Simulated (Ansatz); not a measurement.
Compare A (`OC[SiH2]Br`) with its isomer B (`CO[SiH2]Br`).

Computed with Ansatz on PBE0-D4/def2-TZVP structures; ΔE is electronic, products minus reactants. CBS: MP2 limit from def2 TZ/QZ plus the TZ coupled-cluster correction, frozen cores. DFT in def2-TZVPP. For Br outer-core shells are correlated without core-valence functions, which leaves a few kJ/mol of doubt a bond. Scalar relativity is left out up to krypton. Each species was taken in one conformer, which may not be the lowest.

A:

```xyz
9

O     0.879    1.512    0.030
C     0.281    0.488   -0.740
Si   -0.237   -0.987    0.311
Br   -1.529   -0.159    1.934
H     0.271    1.750    0.739
H     1.032    0.156   -1.465
H    -0.577    0.855   -1.321
H    -1.037   -1.973   -0.457
H     0.917   -1.642    0.969
```

B:

Z-matrix (Å, degrees):
```
C
O 1 1.413
H 1 1.096 2 111.4
H 1 1.090 2 108.0 3 -119.4
H 1 1.094 2 110.8 3 121.4
Si 2 1.626 1 124.5 3 -52.3
Br 6 2.226 2 111.1 1 -61.8
H 6 1.483 2 111.4 1 55.9
H 6 1.474 2 106.9 1 180.0
```

Q: Which is lower in electronic energy at CCSD(T)/CBS, and by how much? (An estimate is asked.)

A: Ansatz gave: B, by 27.2 kcal/mol.

Q: Give E(B) − E(A) in kcal/mol with CCSD(T)/def2-SVP, PBE0-D4, HF/def2-TZVPP, r2SCAN-D4, BLYP-D4, ωB97M-V, MP2/def2-TZVPP. (An estimate is asked.)

A: Computed: CCSD(T)/def2-SVP -26.0, PBE0-D4 -25.0, HF/def2-TZVPP -31.7, r2SCAN-D4 -26.8, BLYP-D4 -26.6, ωB97M-V -26.7, MP2/def2-TZVPP -28.2. None reverses the order clearly.

Q: Does the order hold for the free energy at 298.15 K (harmonic terms from PBE0-D4)? (An estimate is asked.)

A: Computed: Yes: G(B) − G(A) = -27.1 kcal/mol, for one conformer each.

Largest T1 diagnostic: 0.009.

In def2-TZVPP, CCSD(T) changes the Hartree–Fock value by +4.4 kcal/mol (the triples alone add +0.5 kcal/mol) and MP2 by +3.6 kcal/mol. From BLYP to BHLYP (50 % exact exchange), in def2-TZVPP and without D4, E(B) − E(A) moves by −2.5 kcal/mol.
